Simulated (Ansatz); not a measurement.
## Ansatz timings: BH3O3 (SMILES OB(O)O)

The species is BH3O3 (7 atoms), meant as a singlet with charge 0. SMILES: `OB(O)O`. The coordinates come from a PBE0-D4/def2-TZVP relaxation.

```jsonl
{"atom": "O", "x (Å)": "-1.3299", "y (Å)": "-0.2516", "z (Å)": "0.1845"}
{"atom": "B", "x (Å)": "0.0000", "y (Å)": "0.0000", "z (Å)": "0.0000"}
{"atom": "O", "x (Å)": "0.4303", "y (Å)": "1.2793", "z (Å)": "-0.2108"}
{"atom": "O", "x (Å)": "0.8997", "y (Å)": "-1.0276", "z (Å)": "0.0262"}
{"atom": "H", "x (Å)": "-1.5066", "y (Å)": "-1.1846", "z (Å)": "0.3226"}
{"atom": "H", "x (Å)": "-0.2927", "y (Å)": "1.9101", "z (Å)": "-0.2073"}
{"atom": "H", "x (Å)": "1.7993", "y (Å)": "-0.7255", "z (Å)": "-0.1152"}
```

Program: Ansatz 0.2.0. Hardware: 1 thread of Arm Neoverse V2, shared host, so times are rough. Ansatz fits the integrals of SCF and DFT runs by default. Its times include its search for lower SCF states.

Q: Estimate their order by wall time, quickest first.
A. energy at MP2/def2-SVPD, 4 core orbitals frozen
B. energy of the triplet at UCCSD/def2-SVPD, 4 core orbitals frozen
C. energy at HF/STO-3G
D. energy of the triplet at UHF/3-21G
E. energy of the triplet at UHF/STO-3G
F. energy at CCSD/def2-SVPD, 4 core orbitals frozen

A: C (0.14 s), E (0.37 s), D (1.6 s), A (4.2 s), F (29 s), B (2.6 min).
